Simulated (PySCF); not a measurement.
**Electron correlation in I²⁺ (iodine, charge +2)**

[Kr] 4d10 5s2 5p3, high-spin 4S determinant. All numbers are calculated (PySCF 2.14, scalar relativity through the core potential, in def2-TZVP with the def2 core potential (28 electrons) (6s5p3d2f, 50 functions)). Frozen: 4s2 4p6 4d10; 5 electrons correlated.

MP2 pair energies summed by pair of shells (mhartree):

```csv
pair,energy,share (%)
5s-5p,-43.86,66.8
5p-5p,-14.40,21.9
5s-5s,-7.35,11.2
```

Total MP2 correlation energy: -65.61 mhartree.

Same-spin part -17.10 and opposite-spin part -48.51 mhartree; SCS-MP2 scales them by 1/3 and 6/5 to -63.91 mhartree.

```json
{"level": "CCSD", "correlation energy (mhartree)": "-78.57"}
{"level": "(T)", "correlation energy (mhartree)": "-2.00"}
{"level": "CCSD(T)", "correlation energy (mhartree)": "-80.57"}
```

Diagnostics: T1 = 0.0016, D1 = 0.0045, largest double amplitude 0.050.

Cost of the coupled-cluster step: 0.91 s of wall time on 1 thread of Neoverse-V1 (shared host), for 5 correlated electrons.

Iterations:

```
CC2 = 0
CCSD nocc = (np.int64(4), np.int64(1)), nmo = (41, 41)
frozen orbitals [[0, 1, 2, 3, 4, 5, 6, 7, 8], [0, 1, 2, 3, 4, 5, 6, 7, 8]]
max_cycle = 100
direct = 0
conv_tol = 1e-08
conv_tol_normt = 1e-06
diis_space = 8
diis_start_cycle = 0
Init t2, MP2 energy = -0.0656063583779572
Init E_corr(UCCSD) = -0.0656063583779799
cycle = 1  E_corr(UCCSD) = -0.076010919870772  dE = -0.0104045615  norm(t1,t2) = 0.031931
cycle = 2  E_corr(UCCSD) = -0.0779296419168829  dE = -0.00191872205  norm(t1,t2) = 0.00824138
cycle = 3  E_corr(UCCSD) = -0.078585327097523  dE = -0.000655685181  norm(t1,t2) = 0.00271132
cycle = 4  E_corr(UCCSD) = -0.0785719749333514  dE = 1.33521642e-05  norm(t1,t2) = 0.00031978
cycle = 5  E_corr(UCCSD) = -0.0785715490668167  dE = 4.25866535e-07  norm(t1,t2) = 3.11712e-05
cycle = 6  E_corr(UCCSD) = -0.0785714716113516  dE = 7.74554651e-08  norm(t1,t2) = 3.32935e-06
cycle = 7  E_corr(UCCSD) = -0.0785715107571172  dE = -3.91457656e-08  norm(t1,t2) = 6.8538e-07
cycle = 8  E_corr(UCCSD) = -0.0785715026292332  dE = 8.12788396e-09  norm(t1,t2) = 7.72827e-08
UCCSD converged
E(UCCSD) = -295.7361322331535  E_corr = -0.07857150262923324
UCCSD(T) correction = -0.00200235703787037
```
